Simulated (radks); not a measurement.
The numbers below are computed, except where a source is named.
Numerical settings for the osmium ion Os2+, [Xe] 4f14 5d6. Code: a radial shooting solver on a logarithmic mesh with Libxc functionals. Model: scalar-relativistic Kohn-Sham, PBE, spin-polarised, spherical densities, finite nucleus; open shells are filled with parallel spins first (spin-orbit coupling, left out, can overturn this in heavy ions); Fermi nuclear charge, rms radius 5.4126 fm. The defaults (mesh step 0.008 in ln r, mesh end at 40 bohr or more with all orbitals vanishing there, Anderson mixing 0.5 over 9 steps, residual threshold near 1e-9 with the energy settled to 1e-9 hartree or 1e-11 of itself, here a cap of 73 iterations) give E = -17249.854 hartree and 5d at -21.220 eV in 16 iterations. Run on one thread of a shared host, so times are rough (Arm Neoverse N1): 0.37 s of CPU time, 0.37 s wall, 16 iterations on 2254 mesh points. Changes against that run (0 stands for a change within the tolerance of the run):

setting,iterations,converged,E (mhartree),e(5d) (meV),CPU (s)
mesh step in ln r 0.08,2,no,diverged,-,0.02
mesh step in ln r 0.02,15,yes,0,0,0.16
mesh step in ln r 0.12,4,no,diverged,-,0.02
mesh end (bohr) 2,15,level above zero,+7.9e+03,+4.88e+04,0.28
mesh end (bohr) 20,16,yes,0,0,0.36
residual threshold 0.01,11,yes,0,-0.348,0.29
residual threshold 1e-16,73,no,0,0,0.8
mixing 1,14,yes,0,0,0.33
"linear mixing, mixing 0.5",30,yes,0,0,0.57
"linear mixing, mixing 0.2",73,no,0,0,1.3
mixing history 2,21,yes,0,0,0.44
iteration cap 5,5,no,+8.73,+453,0.14

Settled on a wrong energy, with an occupied level pushed above zero by the early mesh end: mesh end (bohr) 2 (+7.9 hartree). Apart from these: no run marked as converged misses the energy by more than 1 mhartree. A mesh that ends early acts as a hard wall.
